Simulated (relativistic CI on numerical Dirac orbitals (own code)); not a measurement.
# Cd10+: sensitivity of the levels to the model

Base calculation: Dirac-Coulomb-Breit CI, orbitals from a KLI potential per configuration, a model potential for QED, unscaled Slater integrals.

Configuration list (outside the closed core [Ar] 3d10): 4s²4p⁶4d², 4s²4p⁵4d³, 4s²4p⁶4d4f, 4s²4p⁶4d5s, 4s4p⁶4d³, 4s²4p⁶4d5p, 4s²4p⁵4d²4f, 4s²4p⁶4f5s, 4s²4p⁶5s5p, 4s²4p⁶4d5d, 4s²4p⁶4f², 4s²4p⁵4f³, 4s²4p⁶5s², 4s²4p⁵4f5s², 4s²4p⁶4f5p, 4s²4p⁵4f²5p, 4s²4p⁶5p², 4s²4p⁵4f5p². Double excitations out of closed p, d and f shells are left out; levels of such configurations are missing from the list, as are those of other unlisted configurations, and high levels can miss mixing partners.

The lowest level and the first level of each name with at least 55 % of one term (blank where a level has no safe partner in the second run):

```tsv
Level	Base (cm⁻¹)	Shift (cm⁻¹)
4s²4p⁶4d² ³F2	0	0
4s²4p⁶4d² ³F3	6590	-6590
4s²4p⁶4d² ³F4	13114	-13114
4s²4p⁶4d² ³P0	21532	-3643
4s²4p⁶4d² ³P1	24627	-6739
4s²4p⁶4d² ³P2	32672	-14783
4s²4p⁶4d² ¹G4	34652	-8875
4s²4p⁶4d² ¹S0	81285	-9063
4s²4p⁶4d5s ³D1	470313	+30493
4s²4p⁶4d5s ³D2	471986	+28821
4s²4p⁵4d³ ⁵D°2	473109	
4s²4p⁵4d³ ⁵D°1	474192	-20676
4s²4p⁵4d³ ⁵S°2	474671	
4s²4p⁵4d³ ⁵D°0	475879	-22363
4s²4p⁶4d5s ³D3	479472	+21334
4s²4p⁶4d5s ¹D2	484430	+22355
4s²4p⁵4d³ ⁵F°5	485457	-24485
4s²4p⁵4d³ ⁵G°6	495277	-21721
4s²4p⁵4d³ ³G°3	498386	
4s²4p⁵4d³ ³G°4	501651	
4s²4p⁵4d³ ³G°5	512064	-30108
4s²4p⁵4d³ ³D°3	512660
```

At this charge energies of transitions that change n are usually good to better than 1 %, and those within a shell (Δn = 0) to a few per cent. Terms inside the open d or f shell come out 10 to 20 % too wide with unscaled integrals.

**Question.** One thing was changed in a second run, which moved the levels as shown. Which?
A. configuration mixing switched off
B. non-relativistic limit
C. Breit term removed
D. QED terms removed

**Answer.** B. Non-relativistic limit. Without relativity the fine structure collapses and s electrons lose their extra binding.

LS names give the leading component of a level, which can be under half, so a name can repeat, a term be missing and a line seem to break the LS rules.
